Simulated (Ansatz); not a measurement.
Relaxation of a periodic cell of 17 atoms, Si16O (host Si, host structure diamond, interstitial O), to a largest force component of 0.08 eV/Å in at most 25 steps.

Level of theory: DFT PBE-D3(BJ), scalar-relativistic, plane waves, PAW (Ansatz). Settings: accuracy low, PAW set soft_1, cutoff 420 eV, k mesh 2x2x2, fermi-dirac smearing 0.05 eV, spin collinear.

```xyz
17
Lattice="0.0000 5.4300 5.4300 5.4300 0.0000 5.4300 5.4300 5.4300 0.0000" Properties=species:S:1:pos:R:3
Si 0.000 0.000 0.000
Si 1.357 1.357 1.357
Si 2.715 2.715 0.000
Si 4.072 4.072 1.357
Si 2.715 0.000 2.715
Si 4.072 1.357 4.072
Si 5.430 2.715 2.715
Si 6.787 4.072 4.072
Si 0.000 2.715 2.715
Si 1.357 4.072 4.072
Si 2.715 5.430 2.715
Si 4.072 6.787 4.072
Si 2.715 2.715 5.430
Si 4.072 4.072 6.787
Si 5.430 5.430 5.430
Si 6.787 6.787 6.787
O 6.057 6.076 8.753
```

Question: Where does it end, and by what steps?

Answer: The forces met the threshold. Limits of this set-up: coarse k mesh, low accuracy level. After 10 steps the energy has fallen by 2.435 eV; O17 moved furthest, 0.93 Å. Parted: Si7–Si16 (2.35 → 2.94 Å).

```json
{"step": "0", "energy less start (eV)": "0.0000", "largest force component (eV/Å)": "0.281", "accepted": "yes"}
{"step": "1", "energy less start (eV)": "-0.0248", "largest force component (eV/Å)": "0.244", "accepted": "yes"}
{"step": "2", "energy less start (eV)": "-0.0445", "largest force component (eV/Å)": "0.449", "accepted": "yes"}
{"step": "3", "energy less start (eV)": "-0.1702", "largest force component (eV/Å)": "1.231", "accepted": "yes"}
{"step": "4", "energy less start (eV)": "-0.4040", "largest force component (eV/Å)": "1.877", "accepted": "yes"}
{"step": "5", "energy less start (eV)": "-0.7917", "largest force component (eV/Å)": "1.848", "accepted": "yes"}
{"step": "6", "energy less start (eV)": "-1.4955", "largest force component (eV/Å)": "2.019", "accepted": "yes"}
{"step": "7", "energy less start (eV)": "-2.3322", "largest force component (eV/Å)": "0.619", "accepted": "yes"}
{"step": "8", "energy less start (eV)": "-2.2937", "largest force component (eV/Å)": "0.916", "accepted": "no"}
{"step": "9", "energy less start (eV)": "-2.4297", "largest force component (eV/Å)": "0.151", "accepted": "yes"}
{"step": "10", "energy less start (eV)": "-2.4352", "largest force component (eV/Å)": "0.040", "accepted": "yes"}
```

```xyz
17
Lattice="0.0000 5.4300 5.4300 5.4300 0.0000 5.4300 5.4300 5.4300 0.0000" Properties=species:S:1:pos:R:3
Si -0.015 -0.001 -0.035
Si 1.331 1.340 1.347
Si 2.697 2.610 -0.081
Si 4.251 3.812 1.221
Si 2.678 0.069 2.789
Si 3.836 1.425 4.326
Si 5.243 2.740 3.021
Si 6.772 4.097 4.106
Si 0.006 2.707 2.720
Si 1.372 4.076 4.056
Si 2.954 5.143 2.632
Si 4.085 6.702 3.996
Si 2.543 2.823 5.666
Si 4.065 4.137 6.892
Si 5.412 5.416 5.439
Si 6.974 6.480 6.774
O 6.153 6.801 8.184
```

The run took 3.2 min on 1 thread of Arm Neoverse V1, with other jobs on the host, peak memory 0.66 GiB.
